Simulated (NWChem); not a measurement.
Molecule: AlGeH5; SMILES [AlH2][GeH3]

```xyz
7

Al    -0.0344    -1.6972    -0.0008
Ge    -0.0802     0.7816    -0.0089
H     -1.5002     1.3754    -0.1055
H      0.5599     1.3527     1.2764
H      0.7347     1.3602    -1.1866
H      1.3655    -2.4570     0.0008
H     -1.3792    -2.5495     0.0086
```
Atoms are numbered in this order, from 1.

Coordinates come from a PBE0/def2-SVP optimisation.

Problem. Give the principal values of the shielding tensors (ppm) of Al1, Ge2 from PBE/pcSseg-1, GIAO (NWChem), with their diamagnetic and paramagnetic parts as GIAO splits them.

Solution. 
| atom | σ11 | σ22 | σ33 | isotropic | diamagnetic | paramagnetic |
|---|---|---|---|---|---|---|
| Al1 | 44.6 | 170.4 | 391.4 | 202.2 | 794.7 | -592.5 |
| Ge2 | 1659.8 | 1693.2 | 1713.2 | 1688.7 | 2759.1 | -1070.4 |
